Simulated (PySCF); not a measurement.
Lowest triplet excitation (TDA) (eV) of eight silicon and germanium compounds: TDA-PBE beside TDA-B3LYP, computed with PySCF for isolated molecules in the bases named; differences from unrounded values. The eight are the first of their class met in an unordered collection, after screening for sound electronic states; none was chosen by its value. Each molecule has one DFT geometry for both levels.

```
molecule                                       basis  TDA-B3LYP
-----------------------------------------  ---------  ---------
C₃H₆F₂Si, SMILES F[SiH2][C@@H]1C[C@@H]1F   def2-SVPD       7.07
C₅H₆Si, SMILES C#C[SiH2]C#CC               def2-SVPD       4.85
FGeH5OSi, SMILES F[SiH2][O][GeH3]          def2-SVPD       6.61
CH4ClNOSi2, SMILES O[Si@@]1(Cl)N=C[SiH2]1  def2-SVPD       2.96
C2H10ClNSi2, SMILES CN[Si@@H](Cl)C[SiH3]   def2-SVPD       5.85
CHCl2FOSi, SMILES O=C[Si](F)(Cl)Cl         def2-SVPD       2.55
CH8FNOSi2, SMILES C[SiH2]N[Si@H](O)F       def2-SVPD       6.32
C3H6GeO, SMILES C#C[CH2][GeH2][OH]         def2-SVPD       5.24
```

Problem. Estimate the TDA-PBE values and say how TDA-PBE differs from TDA-B3LYP over the set. (An estimate is asked for; the answer gives what the named calculation found.)

Solution. 
```json
[
 {"molecule": "C₃H₆F₂Si, SMILES F[SiH2][C@@H]1C[C@@H]1F", "TDA-PBE": "6.36", "difference": "-0.71"},
 {"molecule": "C₅H₆Si, SMILES C#C[SiH2]C#CC", "TDA-PBE": "4.77", "difference": "-0.08"},
 {"molecule": "FGeH5OSi, SMILES F[SiH2][O][GeH3]", "TDA-PBE": "6.02", "difference": "-0.59"},
 {"molecule": "CH4ClNOSi2, SMILES O[Si@@]1(Cl)N=C[SiH2]1", "TDA-PBE": "2.80", "difference": "-0.16"},
 {"molecule": "C2H10ClNSi2, SMILES CN[Si@@H](Cl)C[SiH3]", "TDA-PBE": "5.34", "difference": "-0.51"},
 {"molecule": "CHCl2FOSi, SMILES O=C[Si](F)(Cl)Cl", "TDA-PBE": "2.39", "difference": "-0.16"},
 {"molecule": "CH8FNOSi2, SMILES C[SiH2]N[Si@H](O)F", "TDA-PBE": "5.83", "difference": "-0.49"},
 {"molecule": "C3H6GeO, SMILES C#C[CH2][GeH2][OH]", "TDA-PBE": "5.12", "difference": "-0.12"}
]
```
TDA-PBE lies below TDA-B3LYP in 8 and above it in 0 of the eight; the mean signed difference is -0.35 and the largest -0.71 eV.
